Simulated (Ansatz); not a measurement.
What each rung costs, and what it gives

Saddle point of Si2H6F2, closed shell (Si₂H₄F₂ ([F][SiH]([F])[SiH3]) + H₂ → SiH₂F₂ ([F][SiH2][F]) + SiH₄; bonds formed: Si1–H7, Si2–H6; bonds broken: Si1–Si2, H6–H7), PBE0-D4/def2-TZVP structure:

```json
{"atom": "Si1", "x (Å)": "-0.7388", "y (Å)": "0.9285", "z (Å)": "0.1912"}
{"atom": "Si2", "x (Å)": "0.7869", "y (Å)": "-1.0944", "z (Å)": "-0.4564"}
{"atom": "F3", "x (Å)": "-2.0664", "y (Å)": "0.8637", "z (Å)": "1.0719"}
{"atom": "F4", "x (Å)": "-1.4170", "y (Å)": "0.4227", "z (Å)": "-1.1917"}
{"atom": "H5", "x (Å)": "-0.0836", "y (Å)": "2.1786", "z (Å)": "-0.2084"}
{"atom": "H6", "x (Å)": "0.3819", "y (Å)": "0.0838", "z (Å)": "0.9308"}
{"atom": "H7", "x (Å)": "0.0969", "y (Å)": "0.9693", "z (Å)": "1.6253"}
{"atom": "H8", "x (Å)": "-0.1900", "y (Å)": "-2.1968", "z (Å)": "-0.6126"}
{"atom": "H9", "x (Å)": "1.3130", "y (Å)": "-0.6192", "z (Å)": "-1.7572"}
{"atom": "H10", "x (Å)": "1.9171", "y (Å)": "-1.5364", "z (Å)": "0.4072"}
```

Barriers are electronic and count from the start structure reached by relaxing down the imaginary mode.

Computed with Ansatz 0.2.0 (basis: as named in each row); correlated methods freeze the cores. B3LYP uses VWN-RPA correlation. Extrapolation: Hartree–Fock as exp(−7.88 √X), correlation as X^−2.97.

Times are rough, for one single point on 4 threads of a shared host (Arm Neoverse V1).

The estimate by CCSD(T) at an estimated basis limit (MP2 extrapolated from triple and quadruple zeta, plus CCSD(T) − MP2 in triple zeta) is 2.597 eV.

| method | basis | time (s) | barrier (eV) | method less estimate |
| --- | --- | --- | --- | --- |
| HF | STO-3G | under 1 | 6.404 | 3.807 |
| PBE-D4 | STO-3G | under 1 | 4.316 | 1.719 |
| SPW92 | def2-SVP | under 1 | 1.767 | -0.830 |
| B3LYP-D4 | 6-31G | under 1 | 3.386 | 0.789 |
| PBE-D4 | def2-SVP | under 1 | 2.150 | -0.447 |
| PBE0-D4 | def2-SVP | under 1 | 2.328 | -0.269 |
| SPW92 | def2-TZVPP | under 1 | 1.763 | -0.834 |
| PBE-D4 | def2-TZVPP | 2 | 2.171 | -0.426 |
| BLYP-D4 | def2-TZVPP | 2 | 2.427 | -0.170 |
| B3LYP-D4 | def2-TZVPP | 2 | 2.525 | -0.072 |
| BHLYP-D4 | def2-TZVPP | 2 | 2.719 | 0.122 |
| CAM-B3LYP-D4 | def2-TZVPP | 2 | 2.577 | -0.020 |
| PBE0-D4 | def2-TZVPP | 2 | 2.331 | -0.266 |
| CCSD(T) | def2-SVP | 2 | 2.733 | 0.136 |
| r2SCAN-D4 | def2-TZVPP | 3 | 2.263 | -0.334 |
| r2SCAN0-D4 | def2-TZVPP | 4 | 2.389 | -0.208 |
| RPA on PBE | def2-TZVPP | 4 | 2.627 | 0.030 |
| wB97M-V | def2-SVP | 4 | 2.455 | -0.142 |
| B2PLYP | def2-TZVPP | 4 | 2.605 | 0.008 |
| PBE-QIDH | def2-TZVPP | 4 | 2.510 | -0.087 |
| wB97X-V | def2-TZVPP | 6 | 2.588 | -0.009 |
| wB97M-V | def2-TZVPP | 6 | 2.502 | -0.096 |
| B97M-V | def2-TZVPP | 7 | 2.291 | -0.306 |
| MP2 | def2-QZVPP | 15 | 2.621 | 0.024 |
| CCSD(T) | def2-TZVPP | 81 | 2.629 | 0.032 |

All methods are single points on the PBE0-D4 structures.

No T1 diagnostic of these runs exceeds 0.014.

Labels in which every atom is bracketed show which atoms are joined, not bond orders.
